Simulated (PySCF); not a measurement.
Species: C7H6.
Atom-mapped SMILES: `[CH2:1]=[CH:2][C:3]#[C:4][C:5]#[C:6][CH3:7]` (hydrogens: H8, H9 on C1; H10 on C2; H11, H12, H13 on C7)

Geometry (PBE0-D3(BJ)/def2-SVP, Å), atoms numbered from 1 in this order:
```xyz
13
C7H6 angstrom
C     -3.615    0.739   -0.349
C     -2.806   -0.333   -0.405
C     -1.393   -0.279   -0.332
C     -0.171   -0.262   -0.270
C      1.194   -0.236   -0.199
C      2.412   -0.210   -0.136
C      3.859   -0.181   -0.061
H     -4.699    0.623   -0.412
H     -3.214    1.749   -0.239
H     -3.246   -1.332   -0.516
H      4.260   -1.157    0.255
H      4.204    0.576    0.661
H      4.301    0.063   -1.041
```

Computed, not measured: core-valence-separated Tamm–Dancoff BHandHLYP/aug-pcX-1 (pcseg-1 on H) in PySCF, non-relativistic, gas phase, PBE0-D3(BJ)/def2-SVP geometry. No empirical shift is added; at this level the pattern usually sits a few eV under experiment.

The lowest roots of each edge with f over 0.003 (five at most, numbered afresh; weaker and dark ones are left out), with transition dipoles (au) in the frame of the coordinates:

```tsv
root	edge	E (eV)	μx	μy	μz
1	C	282.10	0.0045	0.0083	-0.0925
2	C	282.96	0.0039	0.0072	-0.0801
3	C	283.21	0.0047	0.0085	-0.0946
4	C	283.29	0.0036	0.0065	-0.0720
5	C	283.31	-0.0041	-0.0073	0.0815
```

Problem. What are the oscillator strengths?

Solution. f = (2/3) ΔE |μ|², with ΔE in hartree (27.2114 eV):

```csv
root,ΔE (Eh),|μ|² (au),f,core hole on
1,10.3669,0.008645,0.060,C1
2,10.3986,0.006483,0.045,C2
3,10.4077,0.009044,0.063,C3
4,10.4106,0.005239,0.036,C6
5,10.4113,0.006712,0.047,C4
```

Problem. Molecules are fixed in this frame and the field points along x. What effective strengths 3 f cos²θ do the roots have (θ between field and μ)?

Solution. root 1 (C1): 0.000, root 2 (C2): 0.000, root 3 (C3): 0.000, root 4 (C6): 0.000, root 5 (C4): 0.000. Averaged over all orientations cos²θ is 1/3, which gives f back.

Hardware: one thread of an Intel Xeon Platinum 8375C at 2.90 GHz, shared host. Cost: 32 s, 1.1 GiB resident at most.
